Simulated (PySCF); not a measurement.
Compound: C₆H₁₁O (doublet state).
Cartesian coordinates in Å at the GFN2-xTB level; atoms count from 1:
```xyz
18
C6H11O angstrom
C      2.6193   -0.5414    0.0689
O      1.3194   -1.0457    0.2269
C      0.3465   -0.4176   -0.5919
C     -0.9305   -1.1675   -0.5500
C     -2.0858   -0.2801   -0.3002
C     -1.5211    1.1245   -0.5405
C     -0.0516    1.0048   -0.1392
H      3.2652   -1.1570    0.6923
H      2.6937    0.5034    0.3921
H      2.9499   -0.6103   -0.9759
H      0.7498   -0.3789   -1.6270
H     -0.9673   -2.2379   -0.5189
H     -2.9426   -0.5105   -0.9401
H     -2.4348   -0.3791    0.7380
H     -1.5922    1.3724   -1.6008
H     -2.0428    1.8924    0.0286
H      0.5671    1.7824   -0.5852
H      0.0489    1.0525    0.9465
```

The hyperfine couplings belong to this conformer and change with its torsions.

The species is `[CH]1CCC[C@H]1OC` [radical].

Computed with UKS B3LYP, pcH-1 on C H O, non-relativistic, mean-field spin-orbit, GIAO (PySCF 2.14.0). One conformer (not necessarily the lowest) at the GFN2-xTB geometry, without solvent, vibrations or thermal averaging. The geometry wasn't refined by DFT: couplings that depend on bond lengths, twists or pyramidal angles can differ widely from those at the functional's own minimum. No stability test was run, so a lower SCF solution isn't excluded.

Problem. What is the g tensor, term by term?

Solution. 
```tsv
Δg (ppm)	1	2	3
relativistic mass correction	-143	-143	-143
gauge correction	11	30	26
orbital Zeeman/spin–orbit	-24	442	671
total	-156	330	555
```

So g = 2.00216, 2.00265, 2.00287 and g_iso = 2.00256; the tensor is rhombic: the two nearest values differ by 32 % of g3 − g1. Axes: g2 points within 9° of the C4–C5 bond.

Problem. What effective moment and Curie constant follow for a powder?

Solution. With the mean of g² = 4.0103 and S(S+1) = 0.75: μ_eff = √(⟨g²⟩S(S+1)) = 1.734 μB and χT = 0.12505·⟨g²⟩·S(S+1) = 0.376 cm³ K/mol (cgs; spin-Hamiltonian part alone).

Problem. What are the electron Larmor frequencies g μB B/h along the three axes at 330 mT?

Solution. 9.2475, 9.2498, 9.2508 GHz for g1, g2 and g3, a range of 3.3 MHz.

Problem. In a frozen sample, at which fields do the three g values resonate at 9.5, 34, 94 and 263 GHz (hyperfine left aside), and which band first spreads them over more than twice a line width of 1.0 mT?

Solution. 
| band | GHz | B(g3) mT | B(g2) mT | B(g1) mT | spread mT |
| --- | --- | --- | --- | --- | --- |
| X | 9.5 | 338.89 | 338.93 | 339.01 | 0.12 |
| Q | 34.0 | 1212.87 | 1213.00 | 1213.30 | 0.43 |
| W | 94.0 | 3353.22 | 3353.60 | 3354.41 | 1.19 |
| J | 263.0 | 9381.89 | 9382.95 | 9385.22 | 3.33 |

The spread grows in proportion to the frequency. J band is the first where it exceeds 2.0 mT.

The largest Mulliken spin populations are on C4 (+1.02), C5 (-0.09), C3 (-0.07) and H14 (+0.06). No atom but C4 exceeds +0.15. The positive populations add up to 1.19 and the negative ones to -0.19, together 2S = 1. The angles at C4 add up to 359.0°, so it is planar; its axial dipolar tensor and the negative coupling of its proton fit spin in a p orbital normal to that plane.

The HOMO–LUMO gaps are 6.42 eV among the α and 5.48 eV among the β orbitals.
